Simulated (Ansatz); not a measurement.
Consider the isomerisation: `CBC(C)F` → `BC(C)(C)F`.

Computed with Ansatz on PBE0-D4/def2-TZVP structures; ΔE is electronic, products minus reactants. CBS: MP2 limit from def2 TZ/QZ plus the TZ coupled-cluster correction, frozen cores. One conformer a species, not always the lowest.

| species | CCSD(T)/CBS(def2) energy (Eh) |
| --- | --- |
| `CBC(C)F` | -243.55238 |
| `BC(C)(C)F` | -243.53634 |

Task: Work out ΔE.

Result: ΔE = (-243.53634) − (-243.55238) = 0.01604 Eh = +42.1 kJ/mol.

Largest T1 diagnostic among the species: 0.011.

The D4 term adds −3.1 kJ/mol with B3LYP and −1.5 kJ/mol with PBE0; it sums over pairs of atoms, weighted by their polarisabilities, and B3LYP, whose exchange is more repulsive, gets the larger term.

B3LYP here is the variant with VWN-RPA as its local correlation; programs differ in this.
